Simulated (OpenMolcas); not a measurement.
## In⁺: effect of the level shift or regulariser

| Quantity | Value |
| --- | --- |
| Program | OpenMolcas 26.06 |
| Basis | ANO-RCC [10s9p8d5f3g] |
| Scalar Hamiltonian | DKH2, point nucleus |
| Active space | 2 electrons in 8 orbitals (5s 5p 6s 6p) |
| State averaging | 2S+1 = 3 even, 3 roots; 2S+1 = 1 even, 7 roots; 2S+1 = 3 odd, 3 roots; 2S+1 = 1 odd, 3 roots |
| Spin-orbit coupling | RASSI with atomic mean-field integrals over the reference wave functions, term energies averaged over their components |

Methods on the same reference wave functions:
A. CASSCF
B. MS-CASPT2, IPEA 0.25 Eh, imaginary shift 0.1 Eh (closed shells correlated: 4d)
C. MS-CASPT2, IPEA 0.25 Eh, real shift 0.2 Eh (closed shells correlated: 4d)

Energies in cm⁻¹ above 5s² ¹S₀, the measured ground level; measured values from NIST Handbook of Basic Atomic Spectroscopic Data.

```tsv
Level	A	B	C	Measured
5s² ¹S₀	0.0	0.0	0.0	0.0
5s 5p ³P°₀	37882	41690	41690	42276
5s 5p ³P°₁	38821	42610	42610	43351
5s 5p ³P°₂	40824	44630	44630	45830
5s 5p ¹P°₁	66573	61920	62070	63038
```

Deviations, from unrounded energies. A percentage is the sum of absolute deviations over the sum of measured energies, with the sign that they share, or ± where signs differ.

```
           Against measurement  Levels     A     B     C
mean absolute deviation (cm-1)       4  4400   910   870
      other configurations (%)       4  ±9.0  -1.9  -1.8
```

B, C lie about equally close to measurement and A furthest from it. The largest miss of C in the table is 5s 5p ³P°₂, by -1200 cm-1. The ranking rests on the paired levels alone, and a cruder setting can come out closer through cancelling errors.

Between B and C the level of the table that moves most is 5s 5p ¹P°₁, by 160 cm-1 (lowest in B, highest in C). Moves below CASPT2's spread within the term are not significant.

The lowest spin-free term lies below A's lowest term by 0.448 hartree in B, 0.447 hartree in C.

Over all roots computed the reference weight is 0.86 to 0.94 in B; the roots of lowest weight are the least certain, and an intruder state may touch them. The run also gave levels led by 5s 6s, which use shells meant for correlation; these and all levels above them are left out. Without dynamic correlation excited terms often stand tens of per cent too high (terms of higher spin than the ground term too low), and those without a measured partner can miss by more than the paired ones (holds for A). Computed and measured levels are paired by configuration, term and J; levels that our copy of the source lacks, or whose pairing is in doubt (as where it misses far off the trend of its configuration), stay unpaired and out of the deviations. Only configurations of the active space appear. The table leaves out levels that lie high or whose names do not pair safely across all columns.

° marks odd parity.
